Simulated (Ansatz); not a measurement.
Cl2CrO2 (SMILES [O]=[Cr](=[O])([Cl])[Cl]), singlet, at a GFN2-xTB geometry (such geometries of metal compounds can be far from the true shape); Ansatz (a quantum-chemistry and plane-wave program) with R2SCAN/pcseg-0.

Input for Ansatz:
Ansatz 0.2 input:
```yaml
crystal:
  periodic: [false, false, false]
  atoms:
    - {symbol: Cr, position_ang: [0.36161990, -0.06306063, 0.11655214]}
    - {symbol: O, position_ang: [1.44045237, -0.59234025, -0.86408389]}
    - {symbol: O, position_ang: [0.79045337, 0.20330658, 1.58311746]}
    - {symbol: Cl, position_ang: [-0.38616068, 1.66825371, -0.64495912]}
    - {symbol: Cl, position_ang: [-1.17419951, -1.39615227, 0.14204619]}
basis:
  gaussian:
    orbitals: pcseg-0.json
hamiltonian:
  xc: r2scan
```
The basis file holds pcseg-0 in the JSON format of the Basis Set Exchange.

What the program printed (banner, timings and long lists left out):

```
Functional definition: r2SCAN
851 factors; integrals over basis functions are off by at most 1.6e-4 eV
mean field evaluation 1: about -57445.7107 eV, gradient 9.3e1 eV
mean field evaluation 2: about -56995.1991 eV, gradient 4.3e2 eV
mean field evaluation 4: about -57446.7816 eV, gradient 8.8e1 eV
mean field evaluation 8: about -57459.8748 eV, gradient 1.6e0 eV
mean field evaluation 16: about -57459.8730 eV, gradient 1.3e-3 eV
mean field -57459.87296157 eV, -2111.6113836370 hartree, gradient 4.0e-6 eV, S^2 0.000000; 0 other end points of the search recorded, 0 dependent functions left out
reference -57459.87298374 eV, -2111.6113844517 hartree; 37, 37 occupied and 31, 31 virtual orbitals, 851 factors
Total energy: -57459.87298374 eV, -2111.6113844517 hartree
```
